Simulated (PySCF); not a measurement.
## J couplings in Ge₂H₇N

Bonds (- single, = double, # triple, : aromatic): N1-Ge2 1.846 Å, Ge2-Ge3 2.419 Å. N1 carries H4, H5; Ge2 carries H6, H7; Ge3 carries H8, H9, H10.

Method: B3LYP/pcJ-1 (pcSseg-1 on Ge) (spin–dipole term only in couplings to heteroatoms)//PBE0-D3(BJ)/def2-SVP, PySCF; isolated molecule, single conformer, non-relativistic. Couplings are averaged over pairs made equivalent by symmetry, fast rotation or ring inversion, so a value needn't be that of the named pair in this geometry, while other rotamers aren't included; one pair stands for each set, and the list holds those of at least 0.8 Hz over up to four bonds.

Isotopes: ¹⁵N, ¹H.

```json
{"pair": "N1, H4", "bonds": "1", "J (Hz)": "-68.3"}
{"pair": "N1, H6", "bonds": "2", "J (Hz)": "-3.4"}
{"pair": "H4, H5", "bonds": "2", "J (Hz)": "-7.8"}
{"pair": "H6, H7", "bonds": "2", "J (Hz)": "19.9"}
{"pair": "H8, H9", "bonds": "2", "J (Hz)": "?"}
{"pair": "N1, H8", "bonds": "3", "J (Hz)": "-1.6"}
{"pair": "H4, H6", "bonds": "3", "J (Hz)": "1.7"}
{"pair": "H6, H8", "bonds": "3", "J (Hz)": "?"}
```

Estimate the withheld couplings, with signs.

Answers


- ²J(H8,H9) = 5.1 Hz (mean over equivalent pairs that range from 3.5 to 5.8 Hz in this conformer)
- ³J(H6,H8) = 3.0 Hz (mean over equivalent pairs that range from -2.5 to 13.2 Hz in this conformer)

Relativistic effects of the heavier atoms present are left out.
